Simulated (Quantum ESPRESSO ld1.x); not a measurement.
Results of a calculation; reference values are marked as such.
Task: Species: the osmium ion Os3+. Configuration: [Xe] 4f14 5d5. Code: ld1.x of Quantum ESPRESSO 7.5. Model: scalar-relativistic Kohn-Sham, relativistic LDA (MacDonald-Vosko exchange, VWN5 correlation), spin-unpolarised, spherical densities, point nucleus. Some entries of the table are withheld. Estimate them.

orbital,occ.,eigenvalue (eV),r(max) (bohr)
1s,2,-73402.6,0.011
2s,2,-12824.0,0.064
2p,6,-11188.6,0.052
3s,2,-3009.41,0.180
3p,6,-2528.14,(1)
3d,10,-1988.36,0.145
4s,2,-658.738,0.407
4p,6,-500.504,(2)
4d,10,(3),0.434
5s,2,-122.149,0.913
4f,14,(4),0.404
5p,6,-81.4213,1.03
5d,5,(5),1.32
6s,0,-30.7395,2.22
6p,0,-22.2131,2.69

Result: 
(1) 3p r(max) (bohr): 0.177
(2) 4p r(max) (bohr): 0.427
(3) 4d eigenvalue (eV): -303.458
(4) 4f eigenvalue (eV): -83.5806
(5) 5d eigenvalue (eV): -35.3161
